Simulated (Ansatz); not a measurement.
Cl2FHSi, SMILES `F[SiH](Cl)Cl`, relaxed with RKS PBE-D4/def2-SVP in Ansatz from a rough embedded geometry. The force threshold is 0.03 eV/Å; the program also tests the step.

Charge 0, multiplicity 1.

Start:

```xyz
5

F     1.448    0.530    0.729
Si    0.117   -0.047   -0.006
Cl   -0.717    1.323   -1.293
Cl   -1.305   -0.501    1.312
H     0.457   -1.305   -0.742
```

| step | energy (eV) | largest force (eV/Å) | largest move (Å) |
| --- | --- | --- | --- |
| 1 | -35630.9163 | 1.022 | 0.000 |
| 2 | -35630.9903 | 0.178 | 0.126 |
| 3 | -35630.9980 | 0.280 | 0.036 |
| 4 | -35631.0000 | 0.021 | 0.012 |

End:

```xyz
5

F     1.393    0.545    0.712
Si    0.087   -0.073   -0.029
Cl   -0.651    1.345   -1.317
Cl   -1.311   -0.519    1.407
H     0.482   -1.297   -0.773
```

Hardware: 2 threads of a server CPU on a shared host. Wall time 3.5 s, peak host memory 0.16 GiB.
